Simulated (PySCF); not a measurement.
## Chromium: a sound run and one with changed settings

Sound run: Cr⁺ [Ar] 3d5, Cr²⁺ [Ar] 3d4. All numbers are calculated (PySCF 2.14, the spin-free X2C one-electron Hamiltonian (Gaussian nucleus), in jorge-DZP-DKH). The sound run starts from symmetry-adapted Hartree-Fock orbitals and uses a fine grid where one is needed.

A second run was set up differently.

```
species  method  sound run (hartree)  changed run (hartree)  converged
    Cr⁺     UHF          -1049.39206            -1049.39206         no
    Cr⁺    BP86          -1050.62706            -1050.62706         no
    Cr⁺  r2SCAN          -1050.44719            -1050.44719         no
   Cr²⁺     UHF          -1048.83855            -1048.83858         no
   Cr²⁺    BP86          -1049.99508            -1049.99353         no
   Cr²⁺  r2SCAN          -1049.82626            -1049.82774         no
```

(1) What was changed?
A. a valence shell is frozen
B. basis contracted for another Hamiltonian
C. angular grid far too coarse
D. too few SCF iterations

Results:

(1) D. It used initial guess 1e, at most 8 SCF cycles. The SCF was stopped early; the energies are upper bounds that still move, and correlated levels were skipped or rest on poor orbitals.
